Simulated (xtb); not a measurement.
A run for xtb: GFN2-xTB on SrF, 2S+1 = 2, a spin state set in the input, which need not be the lowest, a point of a bond scan (R = 2.077 Å).

```
$ xtb mol.xyz --gfn 2 --sp --chrg 0 --uhf 1
2

F      0.00000000     0.00000000     0.00000000
Sr     0.00000000     0.00000000     2.07701600
```

The head of its log:

```
[...]
           -------------------------------------------------
          |                Calculation Setup                |
           -------------------------------------------------



           -------------------------------------------------
          |                 G F N 2 - x T B                 |
           -------------------------------------------------

        Reference                      10.1021/acs.jctc.8b01176
      * Hamiltonian:
        H0-scaling (s, p, d)           1.850000    2.230000    2.230000
        zeta-weighting                 0.500000
      * Dispersion:
        s8                             2.700000
        a1                             0.520000
        a2                             5.000000
        s9                             5.000000
      * Repulsion:
        kExp                           1.500000    1.000000
        rExp                           1.000000
      * Coulomb:
        alpha                          2.000000
        third order                    shell-resolved
        anisotropic                    true
        a3                             3.000000
        a5                             4.000000
        cn-shift                       1.200000
        cn-exp                         4.000000
        max-rad                        5.000000


          ...................................................
          :                      SETUP                      :
          :.................................................:
          :  # basis functions                  14          :
          :  # atomic orbitals                  13          :
          :  # shells                            5          :
          :  # electrons                         9          :
          :  max. iterations                   250          :
          :  Hamiltonian                  GFN2-xTB          :
          :  restarted?                      false          :
          :  GBSA solvation                  false          :
          :  PC potential                    false          :
          :  electronic temp.          300.0000000     K    :
          :  accuracy                    1.0000000          :
          :  -> integral cutoff          0.2500000E+02      :
          :  -> integral neglect         0.1000000E-07      :
          :  -> SCF convergence          0.1000000E-05 Eh   :
          :  -> wf. convergence          0.1000000E-03 e    :
          :  Broyden damping             0.4000000          :
          :  net charge                          0          :
          :  unpaired electrons                  1          :
          ...................................................

 iter      E             dE          RMSdq      gap      omega  full diag
   1      5.0416505  0.504165E+01  0.155E+02    0.43       0.0  T
   2     -5.0140617 -0.100557E+02  0.418E+01    4.23       1.0  T
```

What total energy does the run end on?

-5.2801 hartree.
